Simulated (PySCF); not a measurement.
Si(AsH2)(F)(OH)2 (AsFH₄O₂Si), SMILES F[Si](O)(O)[AsH2].

Geometry: ωB97X-D3(BJ)/def2-SVP. Other conformers were not sampled.

Two levels are set side by side: PBE/def2-TZVP (PySCF) and CAM-B3LYP/def2-TZVP (PySCF). Same geometry, gas phase. Differences are taken from unrounded values.

```tsv
quantity	CAM-B3LYP	PBE	PBE minus CAM-B3LYP
orbital gap (eV)	10.15	6.02	-4.13
highest occupied level (eV)	-9.07	-6.66	2.40
lowest empty level (eV)	1.08	-0.65	-1.73
dipole moment (D)	1.24	1.22	-0.02
mean polarisability (bohr³)	59.2	62.5	3.3
```

PBE's occupied levels lie high since its potential decays too fast outside the molecule; exact exchange lowers them and widens the gap. PBE's more diffuse valence density responds more strongly to a field. Differences between two approximate levels are no errors against the true value.

Rough cost on one machine, each run with all the roots and properties that it gave: CAM-B3LYP against PBE within a factor of 2.
